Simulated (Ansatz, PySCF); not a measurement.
This Ansatz (a first-principles code) input computes a B3LYP/def2-TZVPD energy:

Ansatz 0.2 input:
```yaml
crystal:
  periodic: [false, false, false]
  atoms:
    - {symbol: As, position_ang: [-0.00000000, -0.00000000, -1.10270581]}
    - {symbol: As, position_ang: [0.00000000, 0.00000000, 1.10270581]}
basis:
  gaussian:
    orbitals: def2-TZVPD
hamiltonian:
  xc: {name: B3LYP}
total_charge: 1
magnetization: {spin_polarized: true, initial_magnetization: 1}
output: {forces: true}
```

Q: Write an input for the same energy in PySCF and say what it gives.

A: 
```python
from pyscf import gto, scf, dft

mol = gto.M(
    atom='''
    As   -0.00000000   -0.00000000   -1.10270581
    As    0.00000000    0.00000000    1.10270581
    ''',
    basis='def2-tzvpd',
    charge=1,
    spin=1,
    symmetry='D2h',
    verbose=4,
)

mf = dft.UKS(mol, xc='b3lyp').density_fit(auxbasis='def2-universal-jkfit')
mf.grids.level = 3
mf.conv_tol = 1e-9
mf.max_cycle = 100
mf.max_memory = 1500
mf.kernel()
if not mf.converged:
    mf = mf.newton()
    mf.kernel(mf.make_rdm1())
mf.analyze()
```
It gives -4471.49474 Eh, and Ansatz -4471.49471 Eh, a difference of 0.03 mEh, from the treatment of integrals and grids.
